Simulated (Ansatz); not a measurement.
# CH7InSi: where a starting geometry ends

The starting geometry of this gas-phase singlet was optimised with GFN2-xTB.

| atom | x (Å) | y (Å) | z (Å) |
| --- | --- | --- | --- |
| C | -0.2248 | 0.5803 | -2.1338 |
| In | -0.3501 | -0.2854 | -0.1188 |
| Si | -0.8242 | 1.3903 | 1.9080 |
| H | -1.2167 | 0.7783 | -2.5432 |
| H | 0.1060 | 2.5088 | 2.2040 |
| H | -0.9218 | 0.9026 | 3.3046 |
| H | 0.2928 | -0.1010 | -2.8135 |
| H | 1.1252 | -0.4243 | 0.8072 |
| H | -1.3962 | -1.5861 | 0.2528 |
| H | 0.3326 | 1.5182 | -2.1052 |

**Question.** Predict what becomes of its bonds when it is optimised with PBE0-D3(BJ)/def2-SVP.

**Answer.** It rearranges to `[CH3][InH][SiH3]`. Contacts that open: In2–H8 (1.75 → 3.42 Å). Contacts that close: Si3–H8 (2.88 → 1.50 Å).

The energy falls by 2.23 eV over 36 steps:

```json
{"step": "1", "E − E(last) (eV)": "2.235"}
{"step": "5", "E − E(last) (eV)": "0.989"}
{"step": "9", "E − E(last) (eV)": "0.171"}
{"step": "13", "E − E(last) (eV)": "0.002"}
{"step": "17", "E − E(last) (eV)": "0.001"}
{"step": "20", "E − E(last) (eV)": "0.001"}
{"step": "24", "E − E(last) (eV)": "0.000"}
{"step": "28", "E − E(last) (eV)": "0.000"}
{"step": "32", "E − E(last) (eV)": "0.000"}
{"step": "36", "E − E(last) (eV)": "0.000"}
```

Final geometry (Å):

```xyz
10

C    -0.4028    0.6221   -2.2219
In   -0.6419   -0.2793   -0.2643
Si   -0.0081    0.9480    1.9283
H    -1.3898    0.7256   -2.6997
H     0.4791    2.3458    1.6996
H    -1.1807    1.0274    2.8591
H     0.2088   -0.0329   -2.8615
H     1.0771    0.2089    2.6529
H    -1.2885   -1.8959   -0.1675
H     0.0698    1.6119   -2.1629
```

The end wasn't checked by frequencies. Atoms past krypton carry core potentials, without spin–orbit terms. Run with Ansatz 0.2.0, 77 s on 2 threads of Arm Neoverse V1, with other jobs on the host.
